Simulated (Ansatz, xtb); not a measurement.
## C4H9NOSi: 4 structures ranked

4 gas-phase structures of C4H9NOSi, from a drawn sample of its isomers (lower ones may exist). Each was relaxed with GFN2-xTB:

A. `O[SiH2]/N=C\C1CC1`, a singlet
B. `O=C1CCC[SiH2]N1`, a singlet
C. `[SiH3]OC1=NCCC1`, a singlet
D. `C=C1CCN[SiH2]O1`, a singlet

**Question.** Make a reasoned guess at their ranking by r2SCAN-D4/def2-SVP single-point energy.

**Answer.** Calculated order at r2SCAN-D4/def2-SVP: B (0.0), D (18.2), C (22.9), A (32.2) kcal/mol.

Energies above the lowest of each column, in kcal/mol; the last columns are at PBE-D3(BJ)/def2-SVP geometries and were run for some of them only (a dash: not run or not comparable):

| structure | GFN2-xTB | HF/STO-3G | r2SCAN-D4/def2-SVP | PBE-D3(BJ)/def2-SVP | CCSD(T)/def2-SVP + ΔMP2/def2-TZVPP |
| --- | --- | --- | --- | --- | --- |
| B | 12.9 | 0.0 | 0.0 | 0.0 | 0.0 |
| D | 5.2 | 24.1 | 18.2 | 18.4 | 8.4 |
| C | 0.0 | 13.0 | 22.9 | 20.5 | 16.3 |
| A | 23.3 | 64.5 | 32.2 | – | – |

CCSD(T)/def2-SVP + ΔMP2/def2-TZVPP puts B lowest of those it was run on; GFN2-xTB picks C. Flexible structures stand in one conformer each, not always the lowest. Frequencies (GFN2-xTB) were run for B, C, D alone. The ΔMP2 step shifts differences by up to 5.8 kcal/mol, which makes them less sure. ΔMP2 is the change of the MP2 energy from the smaller to the larger basis.

Over these structures GFN2-xTB departs from r2SCAN-D4/def2-SVP by 10.5 kcal/mol on average once a common shift is removed. A GFN2-xTB relaxation took about 0.16 s and the r2SCAN-D4/def2-SVP energy about 2.1 s on a shared host (Ansatz 0.2.0, xtb 6.7.1).
